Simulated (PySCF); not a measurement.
## `[CH2]=[V]([F])([F])[F]` (CH2F3V): adiabatic energies of losing or gaining an electron at several levels

All levels share the BP86-D3(BJ)/def2-SVP structures and the GFN2-xTB thermal terms; only the single-point energies (PySCF) change. Values are adiabatic energies of losing or gaining an electron (0 K, eV).

```jsonl
{"level": "M06-2X/def2-SVP (grid 3)", "ionisation energy to the radical cation": "9.89"}
{"level": "B3LYP-D3(BJ)/ma-def2-SVP", "ionisation energy to the radical cation": "9.93"}
```

The spread: 0.04 eV, from 9.89 to 9.93.

Known limits: ma-def2-SVP is a small basis, whose errors can reach tens of kJ/mol; spin-orbit coupling is left out of the energies, which matters for open shells on the heavier atoms.

---

## Level of theory and adiabatic energies of losing or gaining an electron: AlBH6

Coordinates in Å; atoms count from 1 in this order:
```
Al   -0.9166   -0.5023   -0.4568
H     0.0769    0.9503   -0.5241
B     0.8396    0.4517    0.3900
H     0.3879   -0.7150    0.7067
H    -0.6852   -1.4081   -1.7293
H    -2.2900   -0.2158    0.2669
H     0.7136    1.1513    1.3664
H     1.9257    0.2834   -0.1099
```

All levels share the PBE0-D3(BJ)/def2-SVP structures and the GFN2-xTB thermal terms; only the single-point energies (PySCF) change. Values are adiabatic energies of losing or gaining an electron (0 K, eV).

| level | ionisation energy to the radical cation |
| --- | --- |
| PBE-D3(BJ)/ma-def2-SVP (grid 2) | 9.99 |
| TPSSh-D3(BJ)/ma-def2-SVP | 10.19 |

The spread: 0.20 eV, from 9.99 to 10.19.

Known limits: ma-def2-SVP is a small basis, whose errors can reach tens of kJ/mol.

---

Level of theory and adiabatic energies of losing or gaining an electron: `[NH]=[Fe](=[O])(=[O])=[O]` (FeHNO3)

All levels share the BP86-D3(BJ)/ma-def2-SVP structures and the GFN2-xTB thermal terms; only the single-point energies (PySCF) change. Values are adiabatic energies of losing or gaining an electron (0 K, eV).

| level | electron affinity to the radical anion |
| --- | --- |
| BLYP-D3(BJ)/ma-def2-SVP | 3.81 |
| ωB97X-D3(BJ)/ma-def2-SVP | 5.79 |

The spread: 1.97 eV, from 3.81 to 5.79.

Known limits: ma-def2-SVP is a small basis, whose errors can reach tens of kJ/mol; spin-orbit coupling is left out of the energies, which matters for open shells on the heavier atoms; the product is spin contaminated.

Differences come from unrounded values, so a last digit can differ from that of the printed terms.
